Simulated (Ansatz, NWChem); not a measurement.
**Ansatz → NWChem**

Ansatz 0.2.0 runs this on BCl2F (dichlorofluoroborane):

job.yaml:
```yaml
crystal:
  periodic: [false, false, false]
  atoms:
    - {symbol: F, position_ang: [0.114370, -1.165320, -0.781190]}
    - {symbol: B, position_ang: [0.007910, -0.080610, -0.054040]}
    - {symbol: Cl, position_ang: [-1.549540, 0.373780, 0.571420]}
    - {symbol: Cl, position_ang: [1.427260, 0.872140, 0.263810]}
basis:
  gaussian:
    orbitals: 6-311+G_st__st_-spherical.json
correlation:
  method: ccsd_t
  frozen_orbitals: {B: 1, Cl: 5, F: 1}
accuracy: high
scf:
  omitted_lower_state_checks: [cluster_reference, increment]
```

```bash
$ ansatz run job.yaml --threads 1 --pin off --max-ram 3480MiB --events-out events.jsonl --progress --plain --runs-dir runs
```

(Basis files named in the input come from the Basis Set Exchange and aren't shown.)

The coordinates come from a PBE0-D4/def2-TZVP relaxation.

It gives a total energy of -1043.928106 Eh.

Problem. Write the same calculation for NWChem 7.3.0 as an input file of the program's own.

Solution. For example:

struct.nw:
```
start struct
title "BCl2F"
memory 2200 mb

geometry noautosym nocenter noautoz
  F        0.114370      -1.165320      -0.781190
  B        0.007910      -0.080610      -0.054040
  Cl      -1.549540       0.373780       0.571420
  Cl       1.427260       0.872140       0.263810
end

basis "ao basis" spherical bse
  * library 6-311+G**
end

scf
  thresh 1e-08
  maxiter 80
  noprint "final vectors analysis"
end

ccsd
  freeze core 12
  maxiter 60
end

task ccsd(t)
```

```bash
$ nwchem struct.nw > struct.out
```

Its energy is -1043.928106 Eh, the same as the first but for the last digit, at most.
